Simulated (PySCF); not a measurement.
As₂⁺: energy against distance

Set-up: PySCF, scalar-relativistic core potentials, basis sets As cc-pVTZ-PP with ECP10. Energies in eV from As⁺ + As in their ground configurations at the same level. State: ²Πu (doublet), unpaired electrons π ↑.

All columns are PBE0.

| R (Å) | E (eV) | HOMO (eV) | LUMO (eV) | Mayer bond order | ⟨S²⟩ |
| --- | --- | --- | --- | --- | --- |
| 1.881 | -2.469 | -14.43 | -12.58 | 2.44 | 0.75 |
| 1.968 | -3.356 | -14.44 | -12.26 | 2.45 | 0.75 |
| 2.056 | -3.843 | -14.12 | -11.96 | 2.46 | 0.75 |
| 2.121 | -4.016 | -13.89 | -11.76 | 2.46 | 0.75 |
| 2.187 | -4.064 | -13.68 | -11.58 | 2.47 | 0.75 |
| 2.253 | -4.016 | -13.49 | -11.41 | 2.47 | 0.75 |
| 2.340 | -3.842 | -13.25 | -11.21 | 2.48 | 0.75 |
| 2.449 | -3.504 | -12.98 | -10.98 | 2.48 | 0.75 |
| 2.581 | -2.996 | -12.71 | -10.75 | 2.49 | 0.75 |
| 2.756 | -2.249 | -12.41 | -10.61 | 2.49 | 0.75 |

Spin–orbit coupling is left out. The state was picked by a PBE0 search and need not be the measured ground state.
